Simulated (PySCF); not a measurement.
The vertical singlet excitations below were computed for one of the candidates. Method used: TDDFT CAM-B3LYP/def2-SVPD, vertical, gas phase, core orbitals frozen in the response in PySCF. Geometries: GFN2-xTB, one conformer each.

| state | λ (nm) | f |
| --- | --- | --- |
| S1 | 211.8 | 0.013 |
| S2 | 203.2 | 0.075 |
| S3 | 199.7 | 0.013 |
| S4 | 187.6 | 0.022 |
| S5 | 184.0 | 0.063 |
| S6 | 179.6 | 0.0003 |
| S7 | 164.5 | 0.013 |
| S8 | 162.4 | 0.025 |

Orbital energies (eV): HOMO-3 -11.27, HOMO-2 -10.98, HOMO-1 -10.42, HOMO -7.56, LUMO 1.21, LUMO+1 1.37, LUMO+2 1.62.

Question: Which candidate is it? All have the formula C4H7FO2Si.
A. `O=C1C[SiH2]O[C@@H]1CF`
B. `F[SiH2]C(=O)OCC=C`
C. `COC1=CO[Si@H](F)C1`

Answer: C. Its S1, at 5.86 eV, is the highest among the candidates; the nearest of the others has S1 at 4.88 eV. S1 is HOMO→LUMO (68%), HOMO→LUMO+1 (16%), HOMO→LUMO+3 (12%). Löwdin shares by element: HOMO carbon 50% or more, oxygen 38%; LUMO carbon 37% or more, silicon 14% (atoms not listed hold the other 48%). At the same level the other candidates give, for their lowest levels:
- `O=C1C[SiH2]O[C@@H]1CF`: 292 nm (f 0.001); 184 nm (f 0.008); 177 nm (f 0.020); 174 nm (f 0.013); 169 nm (f 0.018); T1 3.73 eV; HOMO -8.87, LUMO 0.08 eV
- `C=CCOC(=O)[SiH2]F`: 254 nm (f 0.003); 177 nm (f 0.042); 173 nm (f 0.034); 170 nm (f 0.188); 166 nm (f 0.044); T1 4.23 eV; HOMO -9.16, LUMO -0.09 eV

Conformer computed: `[CH3:1][O:2][C:3]1=[CH:4][O:5][Si@H:6]([F:7])[CH2:8]1`: C1–O2–C3–C4 1°.
Triplets come from the Tamm–Dancoff approximation.
